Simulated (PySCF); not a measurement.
## Eu: excitation energy

Eu [Xe] 4f7 6s2 (8S) → Eu [Xe] 4f7 5d1 6s1 (10D), as a difference of total energies. All numbers are calculated (PySCF 2.14, scalar relativity by spin-free X2C-1e, in cc-pVDZ-X2C). Correlated levels: valence: [Kr] 4d10 frozen; valence and next inner shell: [Ar] 3d10 frozen. The calculations carry no spin-orbit coupling.

```tsv
method	excitation energy (eV)
UHF	1.338
LDA	1.472
PBE	1.340
PBE0	1.361
r2SCAN	0.918
MP2 (valence)	1.778
SCS-MP2 (valence)	2.038
MP2 (valence and next inner shell)	1.812
SCS-MP2 (valence and next inner shell)	2.044
```

Errors of the correlated levels include the incompleteness of this basis and the frozen core.

Problem. Which method comes closest to the reference value, and which is furthest?

Solution. The reference is 1.658 eV (measured; NIST levels, between the centres of gravity of the two terms). Closest: MP2 (valence) (error 0.120 eV); furthest: r2SCAN (error -0.740 eV).
